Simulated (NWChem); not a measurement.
System: C2H4BNO; SMILES CBN=C=O

Parts of the log:

```
             Northwest Computational Chemistry Package (NWChem) 7.3.0
             --------------------------------------------------------

                             Geometry "geometry" -> ""
                             -------------------------

 Output coordinates in angstroms (scale by  1.889725989 to convert to a.u.)

  No.       Tag          Charge          X              Y              Z
 ---- ---------------- ---------- -------------- -------------- --------------
    1 B                    5.0000    -0.89552300     0.44829800    -0.72129900
    2 H                    1.0000    -1.73830700    -0.23699900    -1.22954700
    3 C                    6.0000    -0.87250500     1.99809000    -0.94497600
    4 H                    1.0000    -0.82051500     2.21759400    -2.02148200
    5 H                    1.0000    -0.05424400     2.51994900    -0.43991600
    6 H                    1.0000    -1.82638200     2.43346800    -0.61212100
    7 N                    7.0000     0.07224900    -0.20646700     0.08773600
    8 C                    6.0000     0.66895000    -1.08047200     0.66055300
    9 O                    8.0000     1.30189900    -1.88062400     1.24824200

 Effective nuclear repulsion energy (a.u.)     135.1129288254

                              NWChem Property Module
                              ----------------------

  itol2e modified to match energy
  convergence criterion.

                                 NWChem DFT Module
                                 -----------------

 Summary of "ao basis" -> "ao basis" (spherical)
 ------------------------------------------------------------------------------
       Tag                 Description            Shells   Functions and Types
 ---------------- ------------------------------  ------  ---------------------
 B                          pcsseg-1                 7       17   3s3p1d
 H                          pcsseg-1                 3        5   2s1p
 C                          pcsseg-1                 7       17   3s3p1d
 N                          pcsseg-1                 7       17   3s3p1d
 O                          pcsseg-1                 7       17   3s3p1d

  itol2e modified to match energy
  convergence criterion.

            General Information
            -------------------
          SCF calculation type: DFT
          Wavefunction type:  closed shell.
          No. of atoms     :     9
          No. of electrons :    36
           Alpha electrons :    18
            Beta electrons :    18
          Charge           :     0
          Spin multiplicity:     1
          Use of symmetry is: off; symmetry adaption is: off
          Maximum number of iterations: 150
          AO basis - number of functions:   105
                     number of shells:    47
          Convergence on energy requested:  1.00D-07
          Convergence on density requested:  1.00D-05
          Convergence on gradient requested:  5.00D-04

              XC Information
              --------------
                         PBE0 Method XC Functional
                     Hartree-Fock (Exact) Exchange  0.250
          PerdewBurkeErnzerhof Exchange Functional  0.750
            Perdew 1991 LDA Correlation Functional  1.000 local
           PerdewBurkeErnz. Correlation Functional  1.000 non-local

[...]

          -----------------------------------------
          Chemical Shielding Tensors (GIAO, in ppm)
          -----------------------------------------

                                NWChem CPHF Module
                                ------------------

  scftype          =     RHF
  nclosed          =       18
  nopen            =        0
  variables        =     1566
  # of vectors     =        3
  tolerance        = 0.10D-03
  level shift      = 0.00D+00
  max iterations   =       50
  max subspace     =       30

 SCF residual:    3.0294364802837398E-005

Iterative solution of linear equations
  No. of variables     1566
  No. of equations        3
  Maximum subspace       30
        Iterations       50
       Convergence  1.0D-04

   iter   nsub   residual    time
   ----  ------  --------  ---------
     1      3    4.22D-01      39.7
     2      6    2.67D-02      43.7
     3      9    2.85D-03      47.8
     4     12    1.71D-04      51.5
     5     15    7.02D-06      55.2

      Atom:    1  B
        Diamagnetic
    190.5218     -2.9245      6.4290
     -2.9245    203.6848     -5.4569
      6.4290     -5.4569    187.8822

        Paramagnetic
   -165.0218     12.8335    -73.2543
     12.8335   -157.8534     23.5056
    -73.2543     23.5056   -124.6041

        Total Shielding Tensor
     25.5000      9.9090    -66.8253
      9.9090     45.8314     18.0487
    -66.8253     18.0487     63.2781

           isotropic =      44.8698
          anisotropy =     105.0407

          Principal Components and Axis System
                 1           2           3
              114.8970     49.4694    -29.7569

      1        -0.5850      0.2693      0.7650
      2         0.1255      0.9619     -0.2427
      3         0.8012      0.0460      0.5966

      Atom:    2  H
        Diamagnetic
     30.5765      4.4448      5.0213
      4.4448     29.5906      2.1781
      5.0213      2.1781     26.0787

        Paramagnetic
     -5.9826     -4.5199     -4.9935
     -4.5199     -2.6258     -2.6056
     -4.9935     -2.6056     -1.4087

        Total Shielding Tensor
     24.5939     -0.0752      0.0278
     -0.0752     26.9648     -0.4275
      0.0278     -0.4275     24.6700

           isotropic =      25.4095
          anisotropy =       2.4523

          Principal Components and Axis System
                 1           2           3
               27.0444     24.6061     24.5781

      1        -0.0322      0.6871      0.7258
      2         0.9836      0.1507     -0.0991
      3        -0.1775      0.7108     -0.6807

      Atom:    3  C
        Diamagnetic
    251.3004     -0.6937      0.7063
     -0.6937    258.6550     -1.7931
      0.7063     -1.7931    251.2746

        Paramagnetic
    -91.8236      8.0563    -19.1002
      8.0563    -70.5371      6.2064
    -19.1002      6.2064    -82.2399

        Total Shielding Tensor
    159.4769      7.3627    -18.3939
      7.3627    188.1179      4.4133
    -18.3939      4.4133    169.0347

           isotropic =     172.2098
          anisotropy =      26.5351

          Principal Components and Axis System
                 1           2           3
              189.8999    183.1121    143.6174

      1         0.2374     -0.5792      0.7798
      2         0.9714      0.1447     -0.1882
      3        -0.0038      0.8022      0.5970

      Atom:    4  H
        Diamagnetic
     24.2791     -0.1856     -0.3710
     -0.1856     27.5394     -4.8142
     -0.3710     -4.8142     38.6725

        Paramagnetic
      3.8086      0.5499      0.0927
      0.5499      0.4864      2.6303
      0.0927      2.6303     -3.2735

        Total Shielding Tensor
     28.0877      0.3643     -0.2783
      0.3643     28.0258     -2.1838
     -0.2783     -2.1838     35.3990

           isotropic =      30.5042
          anisotropy =       8.2649

          Principal Components and Axis System
                 1           2           3
               36.0141     28.1741     27.3243

      1        -0.0460      0.9363     -0.3482
      2        -0.2654      0.3245      0.9079
      3         0.9630      0.1342      0.2335

      Atom:    5  H
        Diamagnetic
     32.1556      5.4683      4.9756
      5.4683     32.2591      2.6200
      4.9756      2.6200     27.1851

        Paramagnetic
     -0.9408     -2.8191     -2.2830
     -2.8191     -0.2438     -1.5504
     -2.2830     -1.5504      1.4629

        Total Shielding Tensor
     31.2148      2.6491      2.6927
      2.6491     32.0153      1.0696
      2.6927      1.0696     28.6479

           isotropic =      30.6260
          anisotropy =       7.0480

          Principal Components and Axis System
                 1           2           3
               35.3247     29.6727     26.8806

      1         0.6626      0.4739     -0.5800
      2         0.6504     -0.7481      0.1318
      3         0.3714      0.4645      0.8039

      Atom:    6  H
        Diamagnetic
     35.2737     -6.5250     -3.3577
     -6.5250     29.7536      1.3758
     -3.3577      1.3758     25.4307

        Paramagnetic
     -1.5498      3.3164      1.6101
      3.3164     -0.4576      0.0111
      1.6101      0.0111      3.1239

        Total Shielding Tensor
     33.7239     -3.2085     -1.7476
     -3.2085     29.2960      1.3870
     -1.7476      1.3870     28.5546

           isotropic =      30.5248
          anisotropy =       8.2892

          Principal Components and Axis System
                 1           2           3
               36.0509     28.1886     27.3349

      1         0.8431      0.4756      0.2508
      2        -0.4582      0.3915      0.7980
      3        -0.2813      0.7877     -0.5480

      Atom:    7  N
        Diamagnetic
    325.4805    -15.2226     11.2602
    -15.2226    332.0993    -14.0576
     11.2602    -14.0576    323.7485

        Paramagnetic
   -158.1362    -61.5829     12.8636
    -61.5829   -183.7153    -41.7373
     12.8636    -41.7373   -146.5506

[...]
```

Level: PBE0/pcSseg-1, GIAO. All runs use the structure optimised with B3LYP/6-31G* (spherical d). The printed shielding anisotropy is the first printed principal value minus the mean of the other two.

### Question
Write an input that gives this output.

### Answer
Several could match; the one computed here: the input that was run:
```
start job
memory heap 200 mb stack 900 mb global 1100 mb
geometry units angstroms noautosym nocenter noautoz
  B     -0.895523     0.448298    -0.721299
  H     -1.738307    -0.236999    -1.229547
  C     -0.872505     1.998090    -0.944976
  H     -0.820515     2.217594    -2.021482
  H     -0.054244     2.519949    -0.439916
  H     -1.826382     2.433468    -0.612121
  N      0.072249    -0.206467     0.087736
  C      0.668950    -1.080472     0.660553
  O      1.301899    -1.880624     1.248242
end
basis spherical
  * library pcsseg-1
end
dft
  xc pbe0
  iterations 150
end
property
  shielding
end
task dft property
```
